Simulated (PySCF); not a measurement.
Species: C7H9FSi.
Atom-mapped SMILES: `[CH2:1]=[CH:2][C:3]#[C:4][C@@:5]1([SiH3:6])[CH2:7][C@H:8]1[F:9]`

NICS is the negative of the GIAO shielding at a point without a nucleus: at the ring centre (0) and 1 Å above and below it (1); zz is the component along the ring normal. Level: GIAO PBE0/pcSseg-1 (PySCF, non-relativistic, gas phase) on the GFN2-xTB geometry, one conformer.

Ring bond lengths (Å), with Mayer bond orders in brackets: C5–C7 1.521 (0.91), C7–C8 1.486 (0.95), C8–C5 1.508 (0.89).

Problem. Give the NICS values of each ring in ppm.

Solution. 
| ring | type | NICS(0) | NICS(1), two faces | NICS(1)zz, two faces | rms pucker (Å) | centre to ring atoms, mean (Å) |
| --- | --- | --- | --- | --- | --- | --- |
| C5–C7–C8 | 3-membered carbocycle; formal bonds all single | -39.0 | -9.9 / -5.9 | -24.4 / -13.9 | 0.00 | 0.87 |

Problem. What can be read from them?

Solution. 
- C5–C7–C8: mean NICS(1)zz -19.2 ppm, shielded. C5, C7, C8 have four or more neighbours, and the NICS criterion for π rings isn't applied. The two faces differ by 10.5 ppm, so no symmetry operation interchanges them. NICS(0) lies 31 ppm below the mean NICS(1).

Problem. What is the mean of the two in-plane components of NICS at the second NICS(1) probe listed for ring C5–C7–C8, 1 Å off the ring?

Solution. The isotropic value is a third of the trace: (3 × -5.9 − (-13.9))/2 = -1.9 ppm.

Problem. List the ring angles and the Hirshfeld charges of the ring atoms.

Solution. 
- C5–C7–C8: C5 58.8° (-0.083 e), C7 60.2° (-0.086 e), C8 61.0° (+0.055 e); sum 180.0° against 180° for a flat convex ring.
